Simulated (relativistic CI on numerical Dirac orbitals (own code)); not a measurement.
## Calculated levels, Rh19+

Calculated at this level of theory: Dirac-Coulomb-Breit CI, orbitals from a KLI potential per configuration, model QED, unscaled Slater integrals (own radial code, finite nucleus).

Configuration list (outside the closed core [Ne]): 3s2.3p6.3d8, 3s2.3p5.3d9, 3s2.3p4.3d10, 3s.3p6.3d9, 3p6.3d10, 3s2.3p6.3d7.4s, 3s.3p5.3d10, 3s2.3p6.3d7.4p, 3s2.3p6.3d7.4d, 3s2.3p6.3d7.4f, 3s2.3p6.3d6.4s2, 3s2.3p5.3d8.4s, 3s2.3p4.3d9.4s, 3s2.3p6.3d6.4s.4p, 3s2.3p4.3d9.4p, 3s2.3p5.3d8.4p. Levels of other configurations are missing.

| No. | Configuration | Term | J | E (eV) | % | Landé g | jj configuration (%) |
| --- | --- | --- | --- | --- | --- | --- | --- |
| 41 | 3d7(2P).4s | 3P | 0 | 347.159 | 100 |  | 3d3/2^3 3d5/2^4 4s (99) |
| 42 | 3d7(2G).4s | 3G | 3 | 347.809 | 91 | 0.777 | 3d3/2^3 3d5/2^4 4s (61) |
| 43 | 3d7(2H).4s | 3H | 6 | 347.864 | 100 | 1.164 | 3d3/2^3 3d5/2^4 4s (100) |
| 44 | 3d7(2G).4s | 1G | 4 | 348.389 | 48 | 1.035 | 3d3/2^3 3d5/2^4 4s (67) |
| 45 | 3d7(2H).4s | 3H | 5 | 348.607 | 55 | 1.020 | 3d3/2^3 3d5/2^4 4s (97) |
| 46 | 3d7(2P).4s | 3P | 2 | 349.338 | 42 | 1.415 | 3d3/2^2 3d5/2^5 4s (72) |
| 47 | 3d7(2D).4s | 3D | 3 | 349.412 | 77 | 1.329 | 3d3/2^2 3d5/2^5 4s (63) |
| 48 | 3d7(4P).4s | 3P | 1 | 349.935 | 56 | 1.207 | 3d3/2^2 3d5/2^5 4s (63) |
| 49 | 3d7(2D).4s | 1D | 2 | 350.384 | 41 | 1.124 | 3d3/2^2 3d5/2^5 4s (61) |
| 50 | 3d7(2P).4s | 3P | 1 | 351.946 | 52 | 1.442 | 3d3/2^2 3d5/2^5 4s (86) |
| 51 | 3d7(2H).4s | 3H | 4 | 352.404 | 71 | 0.863 | 3d3/2^2 3d5/2^5 4s (94) |
| 52 | 3d7(4P).4s | 3P | 0 | 352.525 | 100 |  | 3d3/2^2 3d5/2^5 4s (100) |
| 53 | 3d7(2H).4s | 1H | 5 | 352.768 | 51 | 1.047 | 3d3/2^2 3d5/2^5 4s (87) |
| 54 | 3d7(2F).4s | 3F | 2 | 354.389 | 91 | 0.702 | 3d3/2^3 3d5/2^4 4s (75) |
| 55 | 3d7(2F).4s | 3F | 3 | 354.730 | 72 | 1.086 | 3d3/2^3 3d5/2^4 4s (72) |
| 56 | 3d7(2D).4s | 1D | 2 | 355.945 | 32 | 1.199 | 3d3/2 3d5/2^6 4s (66) |
| 57 | 3d7(2D).4s | 3D | 1 | 356.026 | 47 | 0.828 | 3d3/2 3d5/2^6 4s (59) |
| 58 | 3d7(2F).4s | 3F | 4 | 356.716 | 92 | 1.232 | 3d3/2^2 3d5/2^5 4s (57) |
| 59 | 3d7(2F).4s | 1F | 3 | 357.723 | 74 | 1.005 | 3d3/2^2 3d5/2^5 4s (50) |
| 60 | 3d7(2D).4s | 3D | 1 | 364.338 | 96 | 0.507 | 3d3/2^3 3d5/2^4 4s (74) |
| 61 | 3d7(2D).4s | 3D | 2 | 364.736 | 78 | 1.133 | 3d3/2^3 3d5/2^4 4s (70) |
| 62 | 3d7(2D).4s | 3D | 3 | 366.508 | 90 | 1.313 | 3d3/2^2 3d5/2^5 4s (83) |
| 63 | 3d7(2D).4s | 1D | 2 | 367.559 | 76 | 1.014 | 3d3/2^2 3d5/2^5 4s (76) |
| 64 | 3d7(4F).4p | 5D° | 4 | 370.742 | 48 | 1.379 | 3d5/2^3 4p1/2 (78) |
| 65 | 3d7(4F).4p | 5F° | 5 | 371.657 | 37 | 1.275 | 3d5/2^3 4p1/2 (75) |
| 66 | 3d7(4F).4p | 5F° | 3 | 374.856 | 44 | 1.307 | 3d3/2^3 3d5/2^4 4p1/2 (83) |
| 67 | 3d7(4F).4p | 5G° | 4 | 375.821 | 45 | 1.188 | 3d3/2^3 3d5/2^4 4p1/2 (86) |
| 68 | 3d7(4F).4p | 5F° | 2 | 376.202 | 40 | 1.130 | 3d5/2^3 4p1/2 (41) |
| 69 | 3d7(4F).4p | 5F° | 1 | 376.639 | 26 | 0.884 | 3d5/2^3 4p1/2 (65) |
| 70 | 3s2.3p4.3d10 | 3P | 2 | 376.661 | 83 | 1.415 | 3p3/2^2 (92) |
| 71 | 3d7(4F).4p | 5G° | 3 | 376.787 | 39 | 1.080 | 3d5/2^3 4p1/2 (44) |
| 72 | 3d7(2P).4p | 3D° | 2 | 377.394 | 23 | 0.918 | 3d5/2^3 4p1/2 (72) |
| 73 | 3d7(4F).4p | 5F° | 5 | 378.496 | 53 | 1.288 | 3d5/2^3 4p3/2 (70) |
| 74 | 3d7(4F).4p | 5G° | 6 | 378.719 | 89 | 1.312 | 3d5/2^3 4p3/2 (79) |
| 75 | 3d7(4P).4p | 5D° | 2 | 378.883 | 33 | 1.021 | 3d3/2^3 3d5/2^4 4p1/2 (66) |
| 76 | 3d7(4P).4p | 5S° | 2 | 378.964 | 50 | 1.744 | 3d3/2^3 3d5/2^4 4p1/2 (51) |
| 77 | 3d7(4F).4p | 5F° | 1 | 379.352 | 28 | 0.976 | 3d3/2^3 3d5/2^4 4p1/2 (64) |
| 78 | 3d7(4F).4p | 5D° | 4 | 379.558 | 37 | 1.276 | 3d5/2^3 4p3/2 (43) |
| 79 | 3d7(4F).4p | 3D° | 3 | 380.191 | 44 | 1.258 | 3d3/2^3 3d5/2^4 4p1/2 (40) |
| 80 | 3d7(4P).4p | 5D° | 0 | 380.444 | 70 |  | 3d3/2^3 3d5/2^4 4p1/2 (62) |
| 81 | 3d7(2G).4p | 3F° | 4 | 381.543 | 36 | 1.206 | 3d3/2^3 3d5/2^4 4p1/2 (44) |
| 82 | 3d7(2G).4p | 3H° | 5 | 381.551 | 32 | 1.043 | 3d3/2^3 3d5/2^4 4p1/2 (72) |
| 83 | 3d7(4F).4p | 3D° | 3 | 382.031 | 41 | 1.266 | 3d5/2^3 4p3/2 (51) |
| 84 | 3d7(4P).4p | 5D° | 1 | 382.035 | 42 | 1.469 | 3d3/2^3 3d5/2^4 4p1/2 (57) |
| 85 | 3d7(4F).4p | 3F° | 4 | 382.992 | 39 | 1.214 | 3d3/2^3 3d5/2^4 4p3/2 (58) |
| 86 | 3d7(4F).4p | 5G° | 5 | 383.149 | 64 | 1.240 | 3d3/2^3 3d5/2^4 4p3/2 (85) |
| 87 | 3d7(4F).4p | 5D° | 3 | 383.555 | 36 | 1.333 | 3d3/2^3 3d5/2^4 4p3/2 (31) |
| 88 | 3s2.3p4.3d10 | 3P | 0 | 383.823 | 51 |  | 3p3/2^2 (96) |
| 89 | 3d7(2D).4p | 3D° | 2 | 383.897 | 36 | 1.179 | 3d3/2^3 3d5/2^4 4p3/2 (40) |
| 90 | 3d7(4F).4p | 5F° | 2 | 384.259 | 27 | 1.168 | 3d3/2^3 3d5/2^4 4p3/2 (35) |
| 91 | 3d7(2G).4p | 3H° | 4 | 384.400 | 65 | 0.894 | 3d3/2^3 3d5/2^4 4p1/2 (61) |
| 92 | 3d7(2G).4p | 3G° | 3 | 384.461 | 25 | 1.056 | 3d3/2^3 3d5/2^4 4p1/2 (31) |
| 93 | 3d7(2H).4p | 3G° | 5 | 384.671 | 81 | 1.167 | 3d3/2^3 3d5/2^4 4p1/2 (88) |
| 94 | 3d7(2H).4p | 3I° | 6 | 384.809 | 49 | 1.041 | 3d3/2^3 3d5/2^4 4p1/2 (97) |
| 95 | 3d7(2P).4p | 3D° | 1 | 385.087 | 49 | 1.029 | 3d5/2^3 4p3/2 (24) |
| 96 | 3d7(4F).4p | 3G° | 4 | 385.092 | 46 | 1.136 | 3d5/2^3 4p3/2 (38) |
| 97 | 3d7(2D).4p | 3P° | 0 | 385.443 | 36 |  | 3d5/2^3 4p3/2 (58) |
| 98 | 3s2.3p6.3d7.4p | 3D° | 3 | 385.540 | 24 | 1.095 | 3d3/2^3 3d5/2^4 4p1/2 (31) |
| 99 | 3d7(4F).4p | 5F° | 1 | 385.867 | 25 | 1.181 | 3d3/2^3 3d5/2^4 4p1/2 (30) |
| 100 | 3d7(4F).4p | 3F° | 2 | 385.898 | 41 | 0.986 | 3d5/2^3 4p3/2 (34) |
| 101 | 3d7(4F).4p | 3G° | 3 | 385.989 | 48 | 1.000 | 3d5/2^3 4p3/2 (44) |
| 102 | 3d7(4P).4p | 5D° | 2 | 386.237 | 40 | 1.226 | 3d3/2^3 3d5/2^4 4p3/2 (29) |
| 103 | 3d7(2P).4p | 3P° | 0 | 386.861 | 70 |  | 3d3/2^2 3d5/2^5 4p1/2 (67) |
| 104 | 3d7(4F).4p | 3D° | 2 | 386.866 | 58 | 1.219 | 3d3/2^3 3d5/2^4 4p3/2 (41) |
| 105 | 3d7(4F).4p | 3F° | 3 | 387.046 | 44 | 1.114 | 3d3/2^2 3d5/2^5 4p1/2 (36) |
| 106 | 3d7(4F).4p | 3D° | 1 | 387.223 | 38 | 1.150 | 3d5/2^3 4p3/2 (30) |
| 107 | 3d7(4P).4p | 5D° | 4 | 387.994 | 73 | 1.393 | 3d3/2^3 3d5/2^4 4p3/2 (55) |
| 108 | 3d7(2P).4p | 3D° | 3 | 388.001 | 38 | 1.212 | 3d3/2^3 3d5/2^4 4p3/2 (35) |
| 109 | 3s2.3p6.3d7.4p | 3D° | 2 | 388.307 | 24 | 1.297 | 3d3/2^3 3d5/2^4 4p3/2 (44) |
| 110 | 3d7(2G).4p | 3H° | 6 | 388.503 | 67 | 1.143 | 3d3/2^3 3d5/2^4 4p3/2 (71) |

Energies count from the lowest computed level; ° marks odd parity. Percentages are summed over parent terms; the parents shown are those of the largest component, closed shells are left out there. Filled j subshells are mostly left out of the jj labels.

The mean weight of the leading LS term, summed over parents, in these 70 levels is 54 %, and that of the leading jj configuration (from the same eigenvectors) 62 %.

At this charge energies of transitions that change n are usually good to better than 1 %, and those within a shell (Δn = 0) to a few per cent. Terms inside the open d or f shell come out 10 to 20 % too wide with unscaled integrals.

LS names give the leading component of a level, which can be under half, so a name can repeat, a term be missing and a line seem to break the LS rules.
